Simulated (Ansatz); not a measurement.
Ideal-gas functions of C₂H₃IO, SMILES `O/C=C\I` at 600 K and 1 bar, from an Ansatz frequency run at PBE0-D4/def2-TZVP.

Molar mass 169.95 g/mol, point group Cs (symmetry number 1), electronic degeneracy 1, moments of inertia 35.31, 249.822, 285.132 u Å². Harmonic wavenumbers (cm⁻¹, unscaled): 175, 376, 505, 546, 706, 728, 928, 1079, 1206, 1318, 1383, 1701, 3195, 3271, 3705.

Use S(trans) = R[1.5 ln M + 2.5 ln T − 1.1517]; rotational temperatures θ = 24.2544 K / I; S(rot) = R[ln(√π/σ · √(T³/θAθBθC)) + 1.5]; for each mode x = 1.438777 ν̃/T, S = R[x/(eˣ − 1) − ln(1 − e⁻ˣ)] and H = RT x/(eˣ − 1); 1 cm⁻¹ = 0.0119627 kJ/mol; R = 8.31446 J/(mol·K).

**Question.** By hand: the entropy, in J/(mol·K).

**Answer.** Translation 187.4. Rotation: θ = 0.6869, 0.0971, 0.0851 K, giving 118.5. Vibration, mode by mode: 15.60, 9.45, 7.21, 6.64, 4.86, 4.66, 3.19, 2.40, 1.89, 1.52, 1.35, 0.73, 0.03, 0.03, 0.01, in all 59.6. Electronic 0.0. Sum 365.5 J/(mol·K).

**Question.** By hand: H − E and G − E in kJ/mol, counted from the electronic energy.

**Answer.** Zero-point energy ½ × 20822 × 0.0119627 = 124.5; thermal vibration 20.8; translation, rotation and pV give 4 RT = 20.0. H − E = 165.3 kJ/mol, and G − E = 165.3 − 600 × 365.5/1000 = -54.0 kJ/mol.

Vibration gives 16 % of the entropy. The sum counts one conformer and one mirror image; others add a mixing term.
